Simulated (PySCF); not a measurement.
How methods differ on the ionisation energy of Os⁴³⁺

Os⁴³⁺ [Ar] 3d10 4s2 4p3 [4p1/2^2 4p3/2^1, M_J = 3/2] → Os⁴⁴⁺ [Ar] 3d10 4s2 4p2 [4p1/2^2, M_J = 0], as a difference of total energies. Computed with PySCF 2.14 in an even-tempered Gaussian basis (16 s from 5.5 bohr⁻², ratio 2.8; 13 p from 7.2 bohr⁻², ratio 2.8; 8 d from 13 bohr⁻², ratio 2.8; 4 f from 32 bohr⁻², ratio 3), with the two-component X2C-1e Hamiltonian. Correlated levels: [Ne] frozen; the 72 highest virtual spinors dropped. "Screened" scales the spin-orbit matrix elements by Boettger's factors to mimic the two-electron term; Breit and QED terms are absent.

| method | ionisation energy (eV) |
| --- | --- |
| GHF (spin-free) | 2202.5 |
| GMP2 (spin-free) | 2203.4 |
| GHF (screened spin-orbit) | 2162.7 |
| GMP2 (screened spin-orbit) | 2163.6 |

Breit and QED terms and the two-electron picture change are absent.

The spin-free rows relax to the high-spin LS determinant and lack the spin-orbit shift.

The labels give the starting determinants; with spin-orbit coupling the two ends relaxed to ⟨J²⟩ = 3.75, ⟨L²⟩ = 2.57, ⟨S²⟩ = 1.56 and ⟨J²⟩ = 0.00, ⟨L²⟩ = 1.38, ⟨S²⟩ = 1.38.

For comparison: 2168 ± 4 eV (theoretical estimate listed by NIST; NIST Atomic Spectra Database, ionization energies).
